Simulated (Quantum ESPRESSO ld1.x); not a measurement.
Input file for ld1.x (Quantum ESPRESSO 7.5):

```
 &input
    atom='Hf',
    iswitch=1,
    rel=1,
    dft='SLA-VWN',
    config='1s1',
    verbosity='high',
    prefix='ld1',
    max_out_wfc=37,
    file_charge='ld1.rho',
 /
```

It prints:

```
     Program LD1 v.7.5 starts

     --------------------------- All-electron run ----------------------------

     scalar relativistic calculation

     atomic number is 72.00
     dft =SLA-VWN   lsd =0 sic =0 latt =0  beta=0.20 tr2=1.0E-14
     Exchange-correlation= SLA-VWN
                           (   1   2   0   0   0   0   0)
     mesh =2111 r(mesh) =  99.81654 a.u. xmin = -8.00 dx = 0.00800
     1 Ry =  13.60569312 eV, c = 137.03599908

     n l     nl                  e(Ry)          e(Ha)          e(eV)
     1 0     1S 1( 1.00)   -5547.206773833   -2773.603386917 -75473.5930546

     final scf error:  2.8E-16 reached in  10 iterations

     Etot =   -5586.143314 Ry,   -2793.071657 Ha,  -76003.351669 eV

     Ekin =    6563.080128 Ry,    3281.540064 Ha,   89295.254163 eV
     Encl =  -12164.814942 Ry,   -6082.407471 Ha, -165510.738994 eV
     Eh   =      50.482851 Ry,      25.241426 Ha,     686.854184 eV
     Exc  =     -34.891352 Ry,     -17.445676 Ha,    -474.721021 eV

     normalization and overlap integrals

     s(1S/1S) =  1.000000  <r> =   0.0188  <r2> =    0.0005  r(max) =   0.0118

     ------------------------ End of All-electron run ------------------------
```

Run on one thread of a shared host, so times are rough (Intel(R) Xeon(R) Processor @ 2.60GHz): 0.51 s of CPU time, 0.58 s wall, 10 iterations on 2111 mesh points.
